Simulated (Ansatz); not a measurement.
Molecule: sum formula H7SiN3O, net charge 0, singlet state. 
Structure (B3LYP-D3(BJ)/def2-TZVP (Ansatz, an electronic-structure program) minimum search):
```xyz
12

N     -0.8475     1.3838    -0.5632
Si    -0.0011     0.0044    -0.0139
N     -1.1967    -1.1833     0.2732
N      0.9196    -0.0129     1.4433
O      1.1050    -0.1937    -1.2296
H     -1.6142     1.7785    -0.0458
H     -0.3994     2.0570    -1.1619
H     -0.9787    -2.0404     0.7541
H     -1.9672    -1.2921    -0.3655
H      1.7672     0.5298     1.5030
H      0.4419    -0.0250     2.3311
H      1.7983    -0.8347    -1.0569
```

Parts of the frozen-core correlation energy in cc-pVTZ (Ansatz, hartree). Frozen orbitals: 9; correlated occupied orbitals by spin: 16 and 16; virtual: 227 and 227. No spin-orbit coupling. No relativistic terms.

```json
[
 {"term": "reference (HF)", "value": "-531.50149"},
 {"term": "MP2 opposite-spin", "value": "…"},
 {"term": "MP2 same-spin", "value": "…"},
 {"term": "CCSD correlation", "value": "-1.03605"},
 {"term": "(T)", "value": "…"},
 {"term": "T1 diagnostic", "value": "0.009"},
 {"term": "largest doubles amplitude", "value": "0.013"}
]
```

Fill in the missing entries.


- MP2 opposite-spin, value: -0.76044
- MP2 same-spin, value: -0.24706
- (T), value: -0.03817
